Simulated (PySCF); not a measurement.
Fractional electron number in Pt²⁺ (platinum, charge +2)

The 5d beta orbital of [Xe] 4f14 5d8 is emptied in steps (occupation f), with all orbitals relaxed, ending at [Xe] 4f14 5d7. Calculation: PySCF 2.14, in aug-cc-pVDZ-PP with ECP60MDF (5s5p4d2f, 54 functions); a scalar-relativistic core potential. The exact energy is a straight line in f; departures are measured from the line between the end points of the same method.

```
  f  UHF (eV)  LDA (eV)  PBE (eV)
  1     0.000     0.000     0.000
0.8     0.211    -0.988    -0.962
0.6     0.309    -1.488    -1.447
0.4     0.302    -1.493    -1.450
0.2     0.197    -0.998    -0.968
  0     0.000     0.000     0.000
```

```json
{"method": "UHF", "E(f=0) − E(f=1) (eV)": "29.521", "−ε at f=1 (eV)": "30.872", "−ε at f=0.4 (eV)": "29.236"}
{"method": "LDA", "E(f=0) − E(f=1) (eV)": "31.659", "−ε at f=1 (eV)": "25.508", "−ε at f=0.4 (eV)": "32.880"}
{"method": "PBE", "E(f=0) − E(f=1) (eV)": "31.366", "−ε at f=1 (eV)": "25.372", "−ε at f=0.4 (eV)": "32.560"}
```

Orbital energy along the path (eV):

| f | UHF | LDA | PBE |
| --- | --- | --- | --- |
| 1 | -30.872 | -25.508 | -25.372 |
| 0.8 | -30.287 | -27.932 | -27.745 |
| 0.6 | -29.743 | -30.392 | -30.144 |
| 0.4 | -29.236 | -32.880 | -32.560 |
| 0.2 | -28.761 | -35.390 | -34.989 |
| 0 | -28.316 | -37.913 | -37.425 |

Reference removal energy between the ground levels: 29 ± 1.6 eV (theoretical estimate listed by NIST; NIST Atomic Spectra Database, ionization energies). The calculation has no spin-orbit coupling. The determinant left behind need not be the lowest term of the ion. UHF lacks correlation.
